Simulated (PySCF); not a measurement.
Isomers of C5H12OSi, mass 116.066 u with the commonest isotopes. Method used: PySCF 2.14.0, PBE0-D3(BJ)/def2-SVP geometry optimisation, gas phase. One conformer each, none proved a minimum here; rigid rotors.

Question: Order these by out-of-plane moment Σ m c² = (Ia + Ib − Ic)/2, smallest first.
A. `[CH3:1][O:2][SiH:3]1[CH2:4][CH2:5][CH2:6][CH2:7]1` with C1–O2–Si3–C4 179°, O2–Si3–C4–C5 -127°, Si3–C4–C5–C6 34°, C4–C5–C6–C7 -50°, C5–C6–C7–Si3 39°
B. `[CH3:1][O:2][C@H:3]1[CH2:4][CH2:5][CH2:6][SiH2:7]1` with C1–O2–C3–C4 70°, O2–C3–C4–C5 159°, C3–C4–C5–C6 -51°, C4–C5–C6–Si7 38°, C5–C6–Si7–C3 -14°
C. `[OH:1][SiH2:2][CH:3]1[CH2:4][CH2:5][CH2:6][CH2:7]1` with H–O1–Si2–C3 72°, O1–Si2–C3–C4 60°, Si2–C3–C4–C5 126°, C3–C4–C5–C6 23°, C4–C5–C6–C7 -39°, C5–C6–C7–C3 41°

Answer: B (16.46 u·Å²), C (22.15 u·Å²), A (32.73 u·Å²).

Question: Order these by rotational constant B, smallest first.
A. `[OH:1][SiH2:2][CH:3]1[CH2:4][CH2:5][CH2:6][CH2:7]1` with H–O1–Si2–C3 72°, O1–Si2–C3–C4 60°, Si2–C3–C4–C5 126°, C3–C4–C5–C6 23°, C4–C5–C6–C7 -39°, C5–C6–C7–C3 41°
B. `[CH3:1][O:2][SiH:3]1[CH2:4][CH2:5][CH2:6][CH2:7]1` with C1–O2–Si3–C4 179°, O2–Si3–C4–C5 -127°, Si3–C4–C5–C6 34°, C4–C5–C6–C7 -50°, C5–C6–C7–Si3 39°
C. `[CH3:1][O:2][C@H:3]1[CH2:4][CH2:5][CH2:6][SiH2:7]1` with C1–O2–C3–C4 70°, O2–C3–C4–C5 159°, C3–C4–C5–C6 -51°, C4–C5–C6–Si7 38°, C5–C6–Si7–C3 -14°

Answer: A (1235 MHz), B (1432 MHz), C (1536 MHz).

Question: Order these by dipole moment, largest first.
A. `[OH:1][SiH2:2][CH:3]1[CH2:4][CH2:5][CH2:6][CH2:7]1` with H–O1–Si2–C3 72°, O1–Si2–C3–C4 60°, Si2–C3–C4–C5 126°, C3–C4–C5–C6 23°, C4–C5–C6–C7 -39°, C5–C6–C7–C3 41°
B. `[CH3:1][O:2][C@H:3]1[CH2:4][CH2:5][CH2:6][SiH2:7]1` with C1–O2–C3–C4 70°, O2–C3–C4–C5 159°, C3–C4–C5–C6 -51°, C4–C5–C6–Si7 38°, C5–C6–Si7–C3 -14°
C. `[CH3:1][O:2][SiH:3]1[CH2:4][CH2:5][CH2:6][CH2:7]1` with C1–O2–Si3–C4 179°, O2–Si3–C4–C5 -127°, Si3–C4–C5–C6 34°, C4–C5–C6–C7 -50°, C5–C6–C7–Si3 39°

Answer: A (1.82 D), B (1.62 D), C (0.82 D).

| SMILES | point group | Ia (u·Å²) | Ib (u·Å²) | Ic (u·Å²) | κ | μa (D) | μb (D) | μc (D) |
| --- | --- | --- | --- | --- | --- | --- | --- | --- |
| CO[C@H]1CCC[SiH2]1 | C1 | 133.19 | 329.08 | 429.34 | -0.73 | 0.09 | 1.52 | 0.55 |
| O[SiH2]C1CCCC1 | C1 | 105.65 | 409.22 | 470.57 | -0.91 | 0.76 | 0.29 | 1.64 |
| CO[SiH]1CCCC1 | C1 | 119.45 | 352.96 | 406.95 | -0.87 | 0.01 | 0.76 | 0.29 |
